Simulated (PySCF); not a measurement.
An equivalent PySCF input for Sr²⁺ (strontium, charge +2), [Kr], closed-shell 1S, with the spin-free X2C one-electron Hamiltonian (Gaussian nucleus):

```python
from pyscf import gto, scf, dft, mp, cc
import basis_set_exchange as bse
mol = gto.M(atom="Sr 0 0 0", charge=2, spin=0, symmetry="D2h",
            basis=gto.basis.parse(bse.get_basis("ANO-RCC-VTZP", elements=["Sr"], fmt="nwchem")),
            nucmod="G")
mf = dft.UKS(mol, xc="B3LYP").sfx2c1e()
mf.irrep_nelec = {'Ag': (6, 6), 'B1g': (1, 1), 'B2g': (1, 1), 'B3g': (1, 1), 'B1u': (3, 3), 'B2u': (3, 3), 'B3u': (3, 3)}
mf.kernel()
```

It reaches the same state as the run whose output follows, with an energy that differs only through the grid. The run itself started from symmetry-adapted Hartree-Fock orbitals and held the occupation by maximum overlap, on a logarithmic radial grid, so the iterations belong to that start.

```
SCF conv_tol = 1e-09
number electrons alpha = 18  beta = 18
XC functionals = B3LYP
    P. J. Stephens, F. J. Devlin, C. F. Chabalowski, and M. J. Frisch.,  J. Phys. Chem. 98, 11623 (1994)
cycle= 1 E= -3178.59259981659  delta_E= -0.00542  |g|= 0.026  |ddm|= 0.0493
cycle= 2 E= -3178.59267884378  delta_E= -7.9e-05  |g|= 0.00627  |ddm|= 0.0068
cycle= 3 E= -3178.59268333601  delta_E= -4.49e-06  |g|= 0.000894  |ddm|= 0.00146
cycle= 4 E= -3178.59268354069  delta_E= -2.05e-07  |g|= 5.79e-06  |ddm|= 0.000385
cycle= 5 E= -3178.5926835407  delta_E= -1.27e-11  |g|= 5.57e-08  |ddm|= 3.35e-06
converged SCF energy = -3178.5926835407  <S^2> = -7.1054274e-15  2S+1 = 1
```
